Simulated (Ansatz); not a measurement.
Job for Ansatz (a first-principles code): R-wB97X-V/def2-TZVPP on GeH5P (SMILES [PH2][GeH3]), a point of a torsion scan.

Ansatz 0.2 input:
```yaml
crystal:
  periodic: [false, false, false]
  atoms:
    - {symbol: P, position_ang: [1.40311185, -0.37933335, 0.52317258]}
    - {symbol: Ge, position_ang: [-0.78852148, 0.08760330, 0.06868445]}
    - {symbol: H, position_ang: [1.82563906, 0.89179668, 0.15470199]}
    - {symbol: H, position_ang: [1.64356529, -0.89430677, -0.74366249]}
    - {symbol: H, position_ang: [-1.10128600, 0.48102846, -1.34761260]}
    - {symbol: H, position_ang: [-1.65479348, -1.09980263, 0.36264398]}
    - {symbol: H, position_ang: [-1.29880702, 1.19686999, 0.93776319]}
basis:
  gaussian:
    orbitals: def2-TZVPP
hamiltonian:
  xc: {name: wB97X-V}
scf: {lower_state_search: off}
```

The log:

```
WARN ansatz: RAYON_NUM_THREADS=1 ignored (pool sized by the plan → 1); use --threads N
Functional definition: wB97X-V
these checks for a lower state are left out or cut short: stability, starts, cluster_reference, orbital_swaps, neighbouring_geometries, increment
integrals: 0.10 GiB planned
976 factors; their error is unknown
integrals: 0.13 GiB planned
212 factors; integrals over basis functions are off by at most 9.1e-6 eV
mean field: 0.84 GiB planned
mean field evaluation 1: about -65881.2883 eV, gradient 1.8e1 eV
mean field evaluation 2: about -65881.5858 eV, gradient 1.6e1 eV
mean field evaluation 4: about -65881.7767 eV, gradient 5.4e-1 eV
mean field evaluation 8: about -65881.9527 eV, gradient 1.8e-1 eV
mean field evaluation 16: about -65881.9528 eV, gradient 3.1e-6 eV
mean field -65881.95276051 eV, -2421.1171075574 hartree, gradient 3.1e-6 eV, S^2 0.000000; 0 other end points of the search recorded, 0 dependent functions left out
reference -65881.95275872 eV, -2421.1171074913 hartree; 26, 26 occupied and 134, 134 virtual orbitals, 976 factors
Total energy: -65881.95275872 eV, -2421.1171074913 hartree
Checks for a lower state left out: stability, starts, cluster_reference, orbital_swaps, neighbouring_geometries, increment
```

The run converged.

Cost: about 4 core-seconds (a rough figure).
